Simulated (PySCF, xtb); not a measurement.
SnCl3, SMILES [Cl][Sn-]([Cl])[Cl], charge -1.

GFN2-xTB in xtb 6.7.1 at its own geometry gives an orbital gap of 6.17 eV.

Geometry optimised at B3LYP-D3(BJ)/def2-SVPD. The isomer is the one that the SMILES or the coordinates give; other isomers of the formula were not compared. The def2 effective core potentials stand for the cores of Sn; spin–orbit coupling is left out.

Task: What does HF/def2-TZVPD in PySCF give? (An estimate is asked for; the answer gives what the named calculation found.)

Result: gap 9.44 eV (levels -5.13 and 4.32 eV).
